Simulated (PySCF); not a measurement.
# Field gradients at the hydrogen positions

Species: C4H8O3Si2.
Structure used (GFN2-xTB), in Å, numbered top down from 1:
```xyz
17
C4H8O3Si2 angstrom
C     -2.8103   -0.2553    0.8300
C     -1.9124    0.2629    0.0115
C     -0.4876   -0.1559   -0.0395
Si     0.6742    0.9773    1.0140
O      2.1625    0.4924    0.5817
Si     2.6313   -0.4611   -0.6687
O      1.2771   -0.7445   -1.5274
C      0.0915   -0.0885   -1.4091
O     -0.3744    0.4988   -2.3426
H     -3.8322    0.0805    0.8386
H     -2.5593   -1.0400    1.5255
H     -2.1799    1.0455   -0.6843
H     -0.3546   -1.1671    0.3535
H      0.5281    2.3783    0.6458
H      0.5282    0.6503    2.4250
H      3.5648    0.3382   -1.4384
H      3.0461   -1.7408   -0.1254
```

Level: PBE0/pcSseg-1 (PySCF, non-relativistic); Q(2H) = 0.00286 b; rigid geometry, the same for H and D, with no vibrational averaging.

Question: Rank these positions by the coupling χzz of a deuteron there, largest first.
A. H12 (vinylic hydrogen)
B. H13 (methine hydrogen)
C. H14 (Si–H hydrogen)
D. H11 (vinylic hydrogen)

Answer: D (225 kHz), A (216 kHz), B (203 kHz), C (110 kHz).

Question: Give the electric field gradient Vzz (the principal value of largest size), its asymmetry and the 2H coupling at each hydrogen.

Answer: 
```csv
atom,bonded to,bond length (Å),Vzz (au),η,χzz (kHz)
H10,C1,1.076,0.3395,0.05,228
H11,C1,1.078,0.3348,0.06,225
H12,C2,1.081,0.3208,0.06,216
H13,C3,1.093,0.3028,0.07,203
H14,Si4,1.456,0.1632,0.00,110
H15,Si4,1.456,0.1642,0.00,110
H16,Si6,1.450,0.1654,0.01,111
H17,Si6,1.451,0.1653,0.00,111
```

Question: Average by the element that carries the hydrogen.

Answer: on C: 218 kHz over 4 positions, mean bond length 1.082 Å; on Si: 111 kHz over 4 positions, mean bond length 1.453 Å.

Isolated species at its GFN2-xTB geometry (one conformer only). GFN2-xTB bond lengths can be off by several hundredths of an ångström, more for odd bonds, and the gradients follow them. A larger basis could move these couplings by a tenth or more.

These values come from a run that also computed NMR shieldings. The run took 66 s of wall time on one thread, Arm Neoverse V1 (aarch64) (shared host), and the process peaked at 0.93 GiB of memory.
